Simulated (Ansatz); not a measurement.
The cluster VS₂. Charge 0, multiplicity 4. Geometry PBE0-D4/def2-TZVP; atoms count from 1.

```xyz
3

V     0.415    0.720   -0.484
S    -0.561   -1.032   -1.061
S     0.145    0.311    1.545
```

At PBE0-D4/def2-TZVP a doublet of charge 0 lies 0.86 eV below the quartet, each at its own geometry. The structure comes from a short search, and lower isomers may exist.

Q: Estimate the Mulliken populations from the PBE0/def2-TZVP orbitals of Ansatz.

A: 
```
atom  charge (e)  spin (α − β)  d electrons
  V1        0.78          2.24         3.60
  S2       -0.39          0.38            –
  S3       -0.39          0.38            –
```
Mulliken values and Mayer orders depend strongly on the basis.

Q: Where does the spin sit?

A: Summed by element: V 2.24, S 0.76, of 3 unpaired in all. Largest on single atoms: V1 2.24, S2 0.38, S3 0.38.

Q: And the Mayer bond orders between bonded heavy atoms (over 0.3)?

A: V1–S2 1.71 (2.09 Å); V1–S3 1.71 (2.09 Å). Values over 0.3 also appear between atoms too far apart for a bond (S2–S3 0.38 at 3.02 Å); they arise where an orbital or an unpaired electron spreads over both atoms.
